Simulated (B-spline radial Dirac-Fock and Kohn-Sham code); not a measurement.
# Two-hole binding energies of Mn²⁺

System: Mn²⁺, [Ar] 3d5.

Input file task.json (cfg lists n, l and occupation; rrms is the nuclear radius in fm):

```json
{"items": [{
  "Z": 25,
  "q": 2,
  "cfg": [[1, 0, 2], [2, 0, 2], [2, 1, 6], [3, 0, 2], [3, 1, 6], [3, 2, 5]],
  "A": 55,
  "rrms": 3.7057,
  "do": ["binding", "quiet", "double"]
}]}
```

Run with: `python xray_run.py task.json out`

Calculated with a radial atomic solver, using Dirac-Fock (average of configuration) total-energy differences with a finite nucleus, the Breit interaction including its frequency dependence, and self-energy and vacuum-polarisation corrections. U is the two-hole binding energy less the two single-hole energies, the effective repulsion of the holes after relaxation. Each two-hole energy is an average over J within one jj subconfiguration.

```tsv
holes	E(a) (eV)	E(b) (eV)	E(ab) (eV)	U (eV)
1s⁻²	6570.6	6570.6	13493.0	351.7
1s⁻¹ 3p3/2⁻¹	6570.6	82.35	6679.0	26.1
2s⁻²	804.6	804.6	1665.7	56.6
2s⁻¹ 2p3/2⁻¹	804.6	673.6	1529.1	51.0
2p1/2⁻²	683.7	683.7	1434.5	67.0
2p1/2⁻¹ 2p3/2⁻¹	683.7	673.6	1419.0	61.7
2p3/2⁻²	673.6	673.6	1410.0	62.9
2s⁻¹ 3p3/2⁻¹	804.6	82.35	?	?
2p1/2⁻¹ 3s⁻¹	683.7	120.1	828.4	24.5
2p3/2⁻¹ 3s⁻¹	673.6	120.1	818.2	24.5
2p3/2⁻¹ 3p1/2⁻¹	673.6	83.59	781.5	24.3
3p1/2⁻²	83.59	83.59	188.7	21.5
3p1/2⁻¹ 3p3/2⁻¹	83.59	82.35	186.0	20.0
3p3/2⁻²	82.35	82.35	185.1	20.4
```

**Question.** Give the missing two-hole energy and U.

**Answer.** E(ab) = 910.6 eV and U = 23.7 eV.
